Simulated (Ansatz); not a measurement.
[Ni(NH3)6]3+ (NiN₆H₁₈³⁺), 25 atoms. Hardware: 6 threads of Intel Xeon on a shared host.

Correlated methods freeze 11 core orbitals; core or outer-core shells of Ni are correlated, in sets that lack core-valence functions.

**Question.** How many basis functions does each of these Ansatz runs have, and roughly what does it cost? PBE-D4/def2-TZVP, charge 3 quartet, energy, from earlier orbitals; PBE0-D4/def2-TZVP, charge 3 quartet, energy, from earlier orbitals; HSE06-D4/def2-TZVP, charge 3 quartet, energy, from earlier orbitals; BLYP-D4/def2-TZVP, charge 3 doublet, energy, from earlier orbitals; PBE0-D4/def2-SVP, charge 3 doublet, energy, from earlier orbitals; PBE-D4/def2-SVP, charge 3 doublet, relaxation, 9 steps; PBE-D4/def2-TZVP, charge 3 doublet, energy, from earlier orbitals; MP2/def2-TZVP, charge 3 quartet, energy, from earlier orbitals; r2SCAN-D4/def2-TZVP, charge 3 quartet, energy, from earlier orbitals; HSE06-D4/def2-TZVP, charge 3 doublet, energy, from earlier orbitals; r2SCAN-D4/def2-TZVP, charge 3 doublet, energy and forces, from earlier orbitals; PBE0-D4/def2-TZVP, charge 3 doublet, energy, from earlier orbitals.

**Answer.** Other jobs shared the machine, so times can vary by a factor of up to 3. A dash marks memory too small to be measured apart from the calling script's.

```
                                                                            run  functions  fitting or Cholesky vectors  wall time  peak host memory (GiB)
              PBE-D4/def2-TZVP, charge 3 doublet, energy, from earlier orbitals        339                         2169        9 s                    0.79
              PBE0-D4/def2-SVP, charge 3 doublet, energy, from earlier orbitals        205                         2126        9 s                    0.93
             BLYP-D4/def2-TZVP, charge 3 doublet, energy, from earlier orbitals        339                         2169        9 s                     0.8
              PBE-D4/def2-TZVP, charge 3 quartet, energy, from earlier orbitals        339                         2169       16 s                     1.8
r2SCAN-D4/def2-TZVP, charge 3 doublet, energy and forces, from earlier orbitals        339                         2169       18 s                    0.96
                 MP2/def2-TZVP, charge 3 quartet, energy, from earlier orbitals        339                         2522       22 s                     1.6
            HSE06-D4/def2-TZVP, charge 3 doublet, energy, from earlier orbitals        339                         2260       27 s                     2.3
           r2SCAN-D4/def2-TZVP, charge 3 quartet, energy, from earlier orbitals        339                         2169       29 s                     1.9
                         PBE-D4/def2-SVP, charge 3 doublet, relaxation, 9 steps        205                         2468       31 s                       –
             PBE0-D4/def2-TZVP, charge 3 doublet, energy, from earlier orbitals        339                         2260       35 s                     2.2
            HSE06-D4/def2-TZVP, charge 3 quartet, energy, from earlier orbitals        339                         2260       37 s                       3
             PBE0-D4/def2-TZVP, charge 3 quartet, energy, from earlier orbitals        339                         2260       39 s                     2.9
```
